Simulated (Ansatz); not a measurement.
Two structures of Si2H6ClF, singlet, reached by relaxing down either side of one saddle point (PBE0-D4/def2-TZVP). Energies are electronic, without zero-point energy. Ansatz 0.2.0; basis: def2-TZVPP and def2-QZVPP; cores frozen in the correlated methods. Extrapolation: Hartree–Fock as exp(−7.88 √X), correlation as X^−2.97. First:

```tsv
atom	x (Å)	y (Å)	z (Å)
Si1	-0.3322	-0.9256	-0.8056
Si2	-0.4414	1.1711	0.2342
H3	-0.5869	-2.0381	0.1371
H4	0.9387	-1.1286	-1.5370
Cl5	-1.8627	-0.9219	-2.1984
H6	1.6939	-0.1149	1.4824
F7	1.9567	-0.9732	1.2522
H8	0.6154	1.3255	1.2873
H9	-0.2279	2.2551	-0.7578
H10	-1.7534	1.3505	0.9056
```

Second:

Si1  (0.351, -2.247, -0.897)
Si2  (-0.287, 2.139, 0.896)
H3  (-0.352, -3.441, -0.392)
H4  (1.203, -2.511, -2.072)
Cl5  (-1.030, -0.834, -1.394)
H6  (0.719, 1.103, 1.234)
F7  (1.269, -1.677, 0.269)
H8  (-0.069, 3.338, 1.747)
H9  (-0.152, 2.522, -0.532)
H10  (-1.653, 1.609, 1.140)
(Å)

Question: Which bonds change from the first to the second?

Answer: Si₂H₅Cl ([SiH3][SiH2][Cl]) + HF → SiH₂ClF ([F][SiH2][Cl]) + SiH₄; bonds formed: Si1–F7, Si2–H6; bonds broken: Si1–Si2, H6–F7.

Question: Give the saddle point's structure and its height above each. (An estimate is asked for; the value comes from the calculation.)

Answer: The calculation gives: 156.5 kJ/mol above the first and 291.7 kJ/mol above the second (CCSD(T) at an estimated basis limit (MP2 extrapolated from triple and quadruple zeta, plus CCSD(T) − MP2 in triple zeta)).
```
atom    x (Å)    y (Å)    z (Å)
 Si1   0.1189  -1.1196  -0.4994
 Si2  -0.2886   1.2793   0.4329
  H3  -0.4875  -2.2527   0.2147
  H4   1.1282  -1.2901  -1.5549
 Cl5  -1.5364  -0.5446  -1.6966
  H6   0.8328  -0.0880   0.7076
  F7   1.5337  -1.0809   0.8079
  H8   0.5169   1.9121   1.5188
  H9  -0.1302   2.0557  -0.8137
 H10  -1.6876   1.1286   0.8827
```

The T1 diagnostic stays at or below 0.013.

Labels in which every atom is bracketed show which atoms are joined, not bond orders.

For scale, one of the runs: CCSD(T)/def2-TZVPP, 241 basis functions, launched by `ansatz run in.yaml --threads 4 --pin off --events-out ev --progress --plain --max-ram 9574MiB`. Hardware: 4 CPU threads of an Arm Neoverse V1, shared host. Wall time 98 s; peak host memory 4.3 GiB.
